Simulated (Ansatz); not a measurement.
Mulliken charges of `[CH3][SnH2][C]#N` from PBE/def2-TZVPP in Ansatz (PBE0-D4/def2-TZVP geometry).

```tsv
atom	x (Å)	y (Å)	z (Å)	charge (e)
C1	-0.752	0.983	-0.718	-0.554
Sn2	-0.211	-0.639	0.547	0.736
C3	1.899	-0.805	0.417	-0.415
N4	3.046	-0.872	0.327	0.021
H5	-1.833	1.119	-0.705	0.130
H6	-0.270	1.895	-0.366	0.139
H7	-0.427	0.774	-1.736	0.139
H8	-0.818	-2.140	0.026	-0.098
H9	-0.544	-0.360	2.191	-0.098
```

Task: By hand: the dipole of these point charges (1 e Å = 4.8032 D).

Result: Σ q r = (-0.665, 0.062, 0.033) e Å, of length 0.669 e Å = 3.21 D.

Task: How does the dipole of the full density compare? (Best estimate.)

Result: The calculation gave: (-0.930, 0.218, -0.061) e Å, 4.60 D; the point charges give 0.70 times that, at 10° from its direction.

Point charges leave out the atoms' own dipoles, such as those of lone pairs, and Mulliken's split depends on the basis, so the two needn't agree.
